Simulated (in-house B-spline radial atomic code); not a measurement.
Inner levels of platinum as electrons are removed. A shift is the extra binding of the orbital against the neutral atom ([Xe] 4f14 5d9 6s1). Computed with an all-electron radial atomic-structure program (B-spline basis): non-relativistic Hartree-Fock, average of the configuration, point nuclei.

This level leaves out relativity, spin-orbit splitting included, which matters for heavy ions.

```tsv
ion	configuration	shift of 1s (eV)	radius of 1s (bohr)	Σ<r²> (bohr²)	change of density at nucleus (bohr⁻³)
Pt70+	[He] 2s2 2p4	6992.86	0.019374	0.037535	-7049.44
Pt71+	[He] 2s2 2p3	7462.08	0.019363	0.031804	-6562.63
Pt72+	[He] 2s2 2p2	?	?	?	?
Pt73+	[He] 2s2 2p1	?	?	?	?
Pt74+	[He] 2s2	8894.23	0.01933	0.015358	-5068.56
Pt75+	[He] 2s1	9307.18	0.019329	0.0081249	-22785
Pt76+	1s2	9722.71	0.019324	0.00099635	-40789.8
Pt77+	1s1	11044.7	0.019231	0.0004931	-189267
```

Task: Fill in the row of Pt72+.

Result: shift of 1s (eV): 7935.38; radius of 1s (bohr): 0.019353; Σ<r²> (bohr²): 0.0262; change of density at nucleus (bohr⁻³): -6070.24.

Task: Fill in the row of Pt73+.

Result: shift of 1s (eV): 8412.77; radius of 1s (bohr): 0.019342; Σ<r²> (bohr²): 0.02072; change of density at nucleus (bohr⁻³): -5572.2.
